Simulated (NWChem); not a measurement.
System: SnHSF, singlet; SMILES [F][Sn][SH]

Output (shortened):

```
             Northwest Computational Chemistry Package (NWChem) 7.3.0
             --------------------------------------------------------

 CS  symmetry detected

                             Geometry "geometry" -> ""
                             -------------------------

 Output coordinates in angstroms (scale by  1.889725989 to convert to a.u.)

  No.       Tag          Charge          X              Y              Z
 ---- ---------------- ---------- -------------- -------------- --------------
    1 Sn                  50.0000     0.33508421     0.46238042     0.00000000
    2 F                    9.0000    -1.51757453     1.09169238     0.00000000
    3 S                   16.0000    -0.25869952    -1.91614930     0.00000000
    4 H                    1.0000     1.04315237    -2.28586354     0.00000000

 Effective nuclear repulsion energy (a.u.)     334.4623851498

      Symmetry information
      --------------------

 Group name             Cs
 Group number              2
 Group order               2
 No. of unique centers     4

                                Z-matrix (autoz)
                                --------

 Units are Angstrom for bonds and degrees for angles

      Type          Name      I     J     K     L     M      Value
      ----------- --------  ----- ----- ----- ----- ----- ----------
    1 Stretch                  1     2                       1.95662
    2 Stretch                  1     3                       2.45153
    3 Stretch                  3     4                       1.35333
    4 Bend                     1     3     4                91.83707
    5 Bend                     2     1     3                94.74462
    6 Torsion                  2     1     3     4         180.00000

                           NWChem Geometry Optimization
                           ----------------------------

 maximum gradient threshold         (gmax) =   0.000450
 rms gradient threshold             (grms) =   0.000300
 maximum cartesian step threshold   (xmax) =   0.001800
 rms cartesian step threshold       (xrms) =   0.001200
 fixed trust radius                (trust) =   0.300000
 source of zmatrix                         =   autoz

          -------------------
          Energy Minimization
          -------------------

 Using diagonal initial Hessian
 Scaling for Hessian diagonals: bonds = 1.00  angles = 0.25  torsions = 0.10

          --------
          Step   0

                                 NWChem DFT Module
                                 -----------------

 Summary of "ao basis" -> "ao basis" (spherical)
 ------------------------------------------------------------------------------
       Tag                 Description            Shells   Functions and Types
 ---------------- ------------------------------  ------  ---------------------
 Sn                         def2-svp                10       26   4s4p2d
 F                          def2-svp                 6       14   3s2p1d
 S                          def2-svp                 8       18   4s3p1d
 H                          def2-svp                 3        5   2s1p

      Symmetry analysis of basis
      --------------------------

        a'         45
        a"         18

            General Information
            -------------------
          SCF calculation type: DFT
          Wavefunction type:  closed shell.
          No. of atoms     :     4
          No. of electrons :    48
           Alpha electrons :    24
            Beta electrons :    24
          Charge           :     0
          Spin multiplicity:     1
          Use of symmetry is: on ; symmetry adaption is: on
          Maximum number of iterations: 150
          AO basis - number of functions:    63
                     number of shells:    27
          Convergence on energy requested:  1.00D-06
          Convergence on density requested:  1.00D-05
          Convergence on gradient requested:  5.00D-04

              XC Information
              --------------
                        Slater Exchange Functional  1.000 local
                      VWN V Correlation Functional  1.000 local

             Grid Information
             ----------------
          Grid used for XC integration:  medium
          Radial quadrature: Mura-Knowles
          Angular quadrature: Lebedev.
          Tag              B.-S. Rad. Rad. Pts. Rad. Cut. Ang. Pts.
          ---              ---------- --------- --------- ---------
          Sn                  1.45      123           9.0       590
          F                   0.50       49          11.0       434
          S                   1.00       88           9.0       590
          H                   0.35       45          10.0       434
          Grid pruning is: on
          Number of quadrature shells:   305
          Spatial weights used:  Erf1

      Superposition of Atomic Density Guess
      -------------------------------------

 Sum of atomic energies:        -746.23485184

      Non-variational initial energy
      ------------------------------

 Total energy =    -710.526440
 1-e energy   =   -1393.012323
 2-e energy   =     518.102473
 HOMO         =      -0.273865
 LUMO         =      -0.042788

      Symmetry analysis of molecular orbitals - initial
      -------------------------------------------------

  Numbering of irreducible representations:

     1 a'          2 a"

  Orbital symmetries:

     1 a'          2 a'          3 a'          4 a'          5 a'
     6 a"          7 a'          8 a'          9 a'         10 a"
    11 a'         12 a'         13 a'         14 a"         15 a"
    16 a'         17 a'         18 a'         19 a'         20 a"
    21 a'         22 a'         23 a"         24 a'         25 a"
    26 a'         27 a'         28 a'         29 a'         30 a'
    31 a"         32 a'         33 a'         34 a"

   convergence    iter        energy       DeltaE   RMS-Dens  Diis-err
 ---------------- ----- ----------------- --------- --------- ---------
 d= 0,ls=0.0,diis     1   -710.3311765086 -8.75D+02  5.45D-02  1.08D+00
 d= 0,ls=0.0,diis     2   -706.9857545104  3.35D+00  4.42D-02  2.96D+01
 d= 0,ls=0.0,diis     3   -710.3228515122 -3.34D+00  2.20D-02  6.58D-01
 d= 0,ls=0.0,diis     4   -710.3961834956 -7.33D-02  9.66D-03  3.66D-01
 d= 0,ls=0.0,diis     5   -710.4652037373 -6.90D-02  1.56D-03  2.83D-03
  Resetting Diis
 d= 0,ls=0.0,diis     6   -710.4658091975 -6.05D-04  3.99D-04  5.91D-04
 d= 0,ls=0.0,diis     7   -710.4659265642 -1.17D-04  4.22D-04  5.75D-05
 d= 0,ls=0.0,diis     8   -710.4658727686  5.38D-05  2.96D-04  3.70D-04
 d= 0,ls=0.0,diis     9   -710.4659370003 -6.42D-05  3.92D-05  9.24D-06
 d= 0,ls=0.0,diis    10   -710.4659379957 -9.95D-07  1.20D-05  1.07D-06
 d= 0,ls=0.0,diis    11   -710.4659380953 -9.95D-08  4.87D-06  6.32D-08

         Total DFT energy =     -710.465938095266
      One electron energy =    -1394.523643909207
           Coulomb energy =      571.872899960493
    Exchange-Corr. energy =      -52.198603505577
 Nuclear repulsion energy =      164.383409359024

 Numeric. integr. density =       48.000001971253

                  Occupations of the irreducible representations
                  ----------------------------------------------

                     irrep           alpha         beta
                     --------     --------     --------
                     a'               18.0         18.0
                     a"                6.0          6.0

                       DFT Final Molecular Orbital Analysis
                       ------------------------------------

 Vector   22  Occ=2.000000D+00  E=-3.068189D-01  Symmetry=a'
              MO Center= -1.2D+00,  9.5D-01, -1.2D-14, r^2= 1.6D+00
   Bfn.  Coefficient  Atom+Function         Bfn.  Coefficient  Atom+Function
  ----- ------------  ---------------      ----- ------------  ---------------
    31      0.613324  2 F  py                34     -0.428502  2 F  py
     3     -0.161797  1 Sn s                 11     -0.140613  1 Sn px
    15     -0.109308  1 Sn py                44     -0.108485  3 S  s
    59      0.090692  4 H  s                  4     -0.080693  1 Sn s
    21     -0.075777  1 Sn d  2              48      0.075181  3 S  px

 Vector   23  Occ=2.000000D+00  E=-2.399887D-01  Symmetry=a"
              MO Center= -2.2D-01, -1.6D+00,  3.1D-14, r^2= 2.2D+00
   Bfn.  Coefficient  Atom+Function         Bfn.  Coefficient  Atom+Function
  ----- ------------  ---------------      ----- ------------  ---------------
    53      0.599365  3 S  pz                50      0.420731  3 S  pz
    47      0.243207  3 S  pz                13      0.155382  1 Sn pz
    32      0.137781  2 F  pz                16      0.127001  1 Sn pz
    35     -0.104026  2 F  pz                18      0.059248  1 Sn d -1
    23     -0.051683  1 Sn d -1              10     -0.051326  1 Sn pz

[...]

      ----------------------
      Optimization converged
      ----------------------

  Step       Energy      Delta E   Gmax     Grms     Xrms     Xmax
  ---- ---------------- -------- -------- -------- -------- --------
@    5    -710.46609660 -8.3D-09  0.00002  0.00001  0.00014  0.00028
                                     ok       ok       ok       ok

                                Z-matrix (autoz)
                                --------

 Units are Angstrom for bonds and degrees for angles

      Type          Name      I     J     K     L     M      Value     Gradient
      ----------- --------  ----- ----- ----- ----- ----- ---------- ----------
    1 Stretch                  1     2                       1.95117    0.00001
    2 Stretch                  1     3                       2.43974   -0.00002
    3 Stretch                  3     4                       1.36717    0.00000
    4 Bend                     1     3     4                90.34163    0.00001
    5 Bend                     2     1     3                94.79533   -0.00000
    6 Torsion                  2     1     3     4         180.00000    0.00000

                         Geometry "geometry" -> "geometry"
                         ---------------------------------

 Output coordinates in angstroms (scale by  1.889725989 to convert to a.u.)

  No.       Tag          Charge          X              Y              Z
 ---- ---------------- ---------- -------------- -------------- --------------
    1 Sn                  50.0000     0.33409537     0.44611333     0.00000000
    2 F                    9.0000    -1.50852990     1.08781218     0.00000000
    3 S                   16.0000    -0.27287005    -1.91692365     0.00000000
    4 H                    1.0000     1.04926713    -2.26494190     0.00000000

 Effective nuclear repulsion energy (a.u.)     335.7775859455

      Symmetry information
      --------------------

 Group name             Cs
 Group number              2
 Group order               2
 No. of unique centers     4

                Final and change from initial internal coordinates
                --------------------------------------------------

                                Z-matrix (autoz)
                                --------

 Units are Angstrom for bonds and degrees for angles

      Type          Name      I     J     K     L     M      Value       Change
      ----------- --------  ----- ----- ----- ----- ----- ---------- ----------
    1 Stretch                  1     2                       1.95117   -0.00546
    2 Stretch                  1     3                       2.43974   -0.01178
    3 Stretch                  3     4                       1.36717    0.01384
    4 Bend                     1     3     4                90.34163   -1.49544
    5 Bend                     2     1     3                94.79533    0.05071
    6 Torsion                  2     1     3     4         180.00000    0.00000

 ==============================================================================
                                internuclear distances
 ------------------------------------------------------------------------------
       center one      |      center two      | atomic units |  angstroms
 ------------------------------------------------------------------------------
    2 F                |   1 Sn               |     3.68717  |     1.95117
    3 S                |   1 Sn               |     4.61045  |     2.43974
    4 H                |   3 S                |     2.58358  |     1.36717
 ------------------------------------------------------------------------------
                         number of included internuclear distances:          3
 ==============================================================================

[second-derivative integrals and response iterations left out]

  Vibrational analysis via the FX method

  See chapter 2 in "Molecular Vibrations" by Wilson, Decius and Cross

  Vib: Default input used

 ---------------------------- Atom information ----------------------------
     atom    #        X              Y              Z            mass
 --------------------------------------------------------------------------
    Sn       1  6.3134869D-01  8.4303195D-01  0.0000000D+00  1.1790180D+02
    F        2 -2.8507082D+00  2.0556669D+00  0.0000000D+00  1.8998400D+01
    S        3 -5.1564963D-01 -3.6224604D+00  0.0000000D+00  3.1972070D+01
    H        4  1.9828274D+00 -4.2801196D+00  0.0000000D+00  1.0078250D+00
 --------------------------------------------------------------------------

[unprojected Hessian and modes left out]

[...]

 Rotational Constants
 --------------------
 A=   0.281779 cm-1  (  0.405408 K)
 B=   0.100314 cm-1  (  0.144326 K)
 C=   0.073978 cm-1  (  0.106435 K)

 Temperature                      =   298.15K
 frequency scaling parameter      =   1.0000

 Zero-Point correction to Energy  =    6.577 kcal/mol  (  0.010481 au)
 Thermal correction to Energy     =    9.457 kcal/mol  (  0.015071 au)
 Thermal correction to Enthalpy   =   10.049 kcal/mol  (  0.016014 au)

 Total Entropy                    =   73.722 cal/mol-K
   - Translational                =   41.279 cal/mol-K (mol. weight = 169.8801)
   - Rotational                   =   26.136 cal/mol-K (symmetry #  =        1)
   - Vibrational                  =    6.307 cal/mol-K

 Cv (constant volume heat capacity) =   13.147 cal/mol-K
   - Translational                  =    2.979 cal/mol-K
   - Rotational                     =    2.979 cal/mol-K
   - Vibrational                    =    7.188 cal/mol-K

[normal modes left out]

 ----------------------------------------------------------------------------
 Normal Eigenvalue ||           Projected Infra Red Intensities
  Mode   [cm**-1]  || [atomic units] [(debye/angs)**2] [(KM/mol)] [arbitrary]
 ------ ---------- || -------------- ----------------- ---------- -----------
    1       -0.000 ||    0.001246           0.029         1.215       1.023
    2       -0.000 ||    0.005790           0.134         5.645       4.756
    3        0.000 ||    0.001591           0.037         1.551       1.307
    4        0.000 ||    0.000372           0.009         0.362       0.305
    5        0.000 ||    0.000679           0.016         0.662       0.558
    6        0.000 ||    0.000113           0.003         0.110       0.093
    7      135.693 ||    0.003051           0.070         2.974       2.506
    8      307.671 ||    0.008878           0.205         8.655       7.292
    9      341.523 ||    0.034729           0.801        33.856      28.526
   10      602.299 ||    0.058806           1.357        57.327      48.301
   11      617.790 ||    0.027550           0.636        26.858      22.629
   12     2597.830 ||    0.003293           0.076         3.210       2.705
 ----------------------------------------------------------------------------
```

Level: LDA (Slater exchange, VWN5)/def2-SVP with def2 effective core potentials on Sn. Low-valent species are run as closed-shell singlets; no triplet was tried in these runs. def2 effective core potentials on Sn; no spin-orbit coupling.

Problem. Reconstruct the input file.

Solution. One answer among several that fit: the input that was run:
```
start job
memory heap 200 mb stack 900 mb global 1100 mb
geometry units angstroms
  Sn     0.357367     0.422034     0.000622
  F     -1.448845     1.174347    -0.000533
  S     -0.394815    -1.911248     0.000921
  H      0.879268    -2.367558     0.001726
end
basis spherical
  Sn library def2-svp
  F library def2-svp
  S library def2-svp
  H library def2-svp
end
ecp
  Sn library def2-ecp
end
dft
  xc slater vwn_5
  iterations 150
end
driver
  maxiter 120
end
task dft optimize
dft
  grid fine
  convergence energy 1d-8 density 1d-7
end
task dft freq numerical
```
